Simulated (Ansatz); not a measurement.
Species: LiCl, charge 1, multiplicity 2. 
Coordinates optimised at B3LYP-D3(BJ)/def2-TZVP (Ansatz, a quantum-chemistry and plane-wave program):
```
Li
Cl 1 2.3829
```
Charge +1, spin multiplicity 2.

Basis-set convergence of Hartree-Fock and CCSD(T) correlation energies (hartree) with Ansatz. Valence correlation only, unless marked. Open shells are spin-unrestricted. No spin-orbit coupling. No relativistic terms.

| basis | functions | E(HF) | E(corr, CCSD(T)) |
|---|---|---|---|
| def2-SVP | 27 | -466.57126 | -0.12868 |
| def2-TZVPP | 61 | -466.73006 | -0.18823 |
| def2-QZVPP | 105 | -466.74433 | -0.20577 |

Extrapolating the two largest sets (X = 3 and 4) as X^-3: E(corr) = (64·(-0.20577) - 27·(-0.18823))/37 = -0.2186 Eh, an estimate of the basis-set limit. The largest set recovers 94.1 % of it, the smallest 58.9 %.
